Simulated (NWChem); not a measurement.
Molecule: Si2H4Cl2; SMILES [SiH3][SiH](Cl)Cl

All runs: NWChem. The geometry was optimised at PBE-D3(BJ)/def2-SVP. Static field.

| level | isotropic polarisability (bohr³) | anisotropy (bohr³) |
|---|---|---|
| PBE/aug-cc-pVDZ | 89.7 | 21.5 |
| B3LYP/aug-cc-pVDZ | 86.8 | 19.7 |
| BHandHLYP/aug-cc-pVDZ | (withheld) | (withheld) |

Q: Fill in the missing entries.

A: 
- BHandHLYP/aug-cc-pVDZ, isotropic polarisability (bohr³): 83.3
- BHandHLYP/aug-cc-pVDZ, anisotropy (bohr³): 17.9
